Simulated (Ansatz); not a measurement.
Isomers of CH₈OSi₂, relaxed with PBE0-D4/def2-TZVP in Ansatz; electronic energies, one conformer each and not always the lowest. Functionals use def2-TZVPP; CBS adds triple-zeta CCSD(T) − MP2 to the MP2 limit of def2-TZVPP and def2-QZVPP.

(1) Order them by energy at frozen-core CCSD(T)/CBS, lowest first. (Best estimate.)
A. `C[SiH](O)[SiH3]`
B. `C[SiH2]O[SiH3]`
C. `C[SiH2][SiH2]O`
D. `CO[SiH2][SiH3]`

(2) How do HF/CBS(def2), B3LYP, B3LYP-D4, ωB97M-V place them (kJ/mol, against `C[SiH2]O[SiH3]`)? (Estimate.)

Answers

(1) B (0.0 kJ/mol), A (112.5 kJ/mol), C (122.1 kJ/mol), D (213.3 kJ/mol).

(2) Ansatz gave: 
| isomer | HF/CBS(def2) | B3LYP | B3LYP-D4 | ωB97M-V |
| --- | --- | --- | --- | --- |
| `CO[SiH2][SiH3]` | 227.4 | 204.3 | 204.7 | 213.5 |
| `C[SiH](O)[SiH3]` | 145.1 | 113.5 | 111.9 | 114.1 |
| `C[SiH2][SiH2]O` | 153.9 | 121.8 | 121.2 | 123.9 |

B3LYP here is the variant with VWN-RPA as its local correlation; programs differ in this.
